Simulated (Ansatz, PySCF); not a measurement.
Bond stretch in SiAl (cation, charge +1), lowest triplet found (which spin is the ground state isn't settled by this scan).

- UKS-B3LYP/6-31G* = PySCF 2.14.0 with unrestricted B3LYP/6-31G*, spherical d
- UKS-M06-2X/6-31G* = unrestricted M06-2X/6-31G*, spherical d in PySCF
- UKS-LDA (SVWN5)/6-31G* = unrestricted LDA (SVWN5)/6-31G*, spherical d (PySCF)
- FCI = full CI/aug-cc-pVDZ, frozen core run with Ansatz (an electronic-structure program)

Energies relative to the lowest point of each curve between 2.49 and 3.38 Å, where full CI is lowest, in kJ/mol; the last columns give the difference from FCI:

```csv
R / Å,UKS-B3LYP/6-31G*,UKS-M06-2X/6-31G*,UKS-LDA (SVWN5)/6-31G*,FCI,UKS-B3LYP/6-31G* − FCI,UKS-M06-2X/6-31G* − FCI,UKS-LDA (SVWN5)/6-31G* − FCI
2.49,16.6,15.6,5.6,22.6,-6.0,-7.1,-17.1
2.64,3.7,3.4,1.0,6.9,-3.3,-3.6,-6.0
2.76,0.0,0.0,0.0,1.4,-1.4,-1.4,-1.4
2.93,0.5,0.9,4.3,0.0,0.5,0.9,4.3
3.10,4.6,5.6,11.8,2.8,1.8,2.9,9.0
3.38,14.1,16.1,26.0,11.5,2.6,4.6,14.6
3.72,26.0,29.0,42.3,23.8,2.3,5.3,18.6
4.13,39.0,43.7,58.7,37.4,1.6,6.4,21.3
4.55,49.9,57.2,71.6,48.5,1.5,8.8,23.1
5.14,61.0,71.7,83.8,59.0,2.0,12.6,24.7
5.79,68.0,80.7,90.5,65.5,2.5,15.3,25.1
6.67,71.4,86.1,92.6,69.6,1.8,16.5,23.0
7.81,70.9,88.3,90.0,71.9,-1.0,16.4,18.1
```

UKS-B3LYP/6-31G* is furthest from FCI at 2.49 (-6.0 kJ/mol, below); its mean absolute difference over the points is 2.2 kJ/mol.

UKS-M06-2X/6-31G* is furthest from FCI at 6.67 (16.5 kJ/mol, above); its mean absolute difference over the points is 7.8 kJ/mol.

UKS-LDA (SVWN5)/6-31G* is furthest from FCI at 5.79 (25.1 kJ/mol, above); its mean absolute difference over the points is 15.9 kJ/mol.

The scan ran from 1.67 to 7.81 Å; beyond the distances shown full CI changes its symmetry label.
